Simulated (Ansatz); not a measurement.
Correlation energies of AlBrF2 (`[F][Al]([F])[Br]`) by basis set

```xyz
4

F     1.3779    0.2972    0.9619
Al    0.1132   -0.0812    0.0033
F     0.1954   -1.4271   -0.9151
Br   -1.6864    1.2111   -0.0501
```

Charge 0, multiplicity 1. Correlated methods include outer-core shells of Br, which these sets cover unevenly. Scalar relativity is left out up to krypton. The geometry is a stationary point of PBE0-D4/def2-TZVP. Frozen core, restricted reference, Ansatz 0.2.0.

```csv
basis,HF (Eh),MP2 corr.,CCSD corr.,(T),CCSD(T) total
def2-SVP,-3012.88296,-0.65617,-0.66151,-0.01063,-3013.55510
def2-TZVPP,-3013.54611,-0.84249,-0.84685,-0.02524,-3014.41820
def2-QZVPP,-3013.61318,-1.21633,–,–,–
```
